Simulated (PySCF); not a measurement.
Atom-mapped SMILES (the numbers label the heavy atoms): `[CH3:1][C:2]#[C:3][Si@H:4]1[SiH2:5][Si@@H:6]([OH:7])[SiH2:8]1`. Each H is labelled by its parent atom. Ha(Si5), Ha(Si8) are cis to C3 on the ring; Hb(Si5), Hb(Si8) are trans to C3 on the ring.

One averaged value for each set of equivalent atoms, a single conformation, non-relativistic Hamiltonian, isolated molecule. NMR shieldings at PBE0/pcSseg-1/GIAO; GFN2-xTB geometry; PySCF 2.14.

References, each an isolated molecule treated in the same way: ¹³C (σ = 186.93 ppm), ¹H (σ = 31.72 ppm), ²⁹Si (σ = 349.16 ppm) against TMS; H2O for ¹⁷O (σ = 336.08 ppm).

```tsv
atoms	nucleus	count	Hirshfeld charge	δ (ppm)
Si4	²⁹Si	1	0.18	?
Si5/Si8	²⁹Si	2	0.13	?
Hb(Si5)/Hb(Si8)	¹H	2	-0.08	?
H(O7)	¹H	1	0.17	0.13
C3	¹³C	1	-0.19	79.4
H(Si6)	¹H	1	-0.07	6.31
C2	¹³C	1	-0.03	118.4
C1	¹³C	1	-0.09	6.7
O7	¹⁷O	1	-0.31	?
H(C1)	¹H	3	0.06	2.12
Ha(Si5)/Ha(Si8)	¹H	2	-0.07	4.33
Si6	²⁹Si	1	0.25	21.9
H(Si4)	¹H	1	-0.07	4.86
```

Estimate the values marked ?.

Results:


- Hb(Si5)/Hb(Si8): 4.15 ppm, hydrogen on a silicon bonded to 2 Si, in a 4-membered ring
- Si5/Si8: -80.2 ppm, silicon bonded to 2 Si, 2 H, in a 4-membered ring
- Si4: -89.0 ppm, silicon bonded to C, 2 Si, H, in a 4-membered ring
- O7: 15.3 ppm, oxygen bonded to Si, H

Exchangeable OH/NH protons stand at their gas-phase positions; hydrogen bonding in a real sample shifts them, mostly to higher δ. Shifts are as computed. Against solution values, carbons near 30 ppm lie about +3 ppm off and those near 130 ppm about +5 ppm. Of 1211 compounds with measured shifts, 218 miss one by over three times the rms of a fit or turn the order of signals round; such compounds aren't used in these exercises. Experimental scales use liquid or dissolved standards, which lie at an offset from isolated H2O (liquid H2O: subtract about 36 ppm).
